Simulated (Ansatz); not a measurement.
Calculated with Ansatz (gas phase, PBE0-D4/def2-TZVP geometries, no zero-point term in ΔE). CCSD(T)/CBS is the MP2 limit (def2-TZVPP, def2-QZVPP) plus CCSD(T) − MP2 in def2-TZVPP, frozen cores. Functionals use def2-TZVPP. For Br outer-core shells are correlated without core-valence functions, which leaves a few kJ/mol of doubt a bond. Scalar relativity is left out up to krypton. One conformer a species, not always the lowest.

Consider the formal exchange of groups at the Si–N bond: `C=C(F)N[SiH3]` + `CO[Si]Br` → `[SiH3]O[Si]Br` + `C=C(F)NC`.

(1) Is it downhill or uphill in electronic energy at CCSD(T)/CBS, and by how much? (Estimate.)

(2) What do these levels give: LDA (SPW92), revPBE-D4, PBE0-D4, PBE, r2SCAN0, MP2/def2-SVP? (Best estimate.)

Largest T1 diagnostic among the species: 0.012.

Results:

(1) Computed: Downhill: ΔE = -16.3 kcal/mol.

(2) The calculation gave: LDA (SPW92) -14.0, revPBE-D4 -14.1, PBE0-D4 -15.1, PBE -14.2, r2SCAN0 -15.8, MP2/def2-SVP -15.5 kcal/mol.

Leaving LDA and LC-ωPBE aside and taking each functional with its dispersion term where it has one, the values, not all of them listed here, spread over 2.5 kcal/mol, from BHLYP-D4 to revPBE-D4. From PBE to PBE0 (25 % exact exchange), in def2-TZVPP and without D4, ΔE moves by −0.9 kcal/mol. In def2-TZVPP, CCSD(T) changes the Hartree–Fock value by +1.2 kcal/mol (the triples alone add +0.3 kcal/mol) and MP2 by +0.8 kcal/mol.
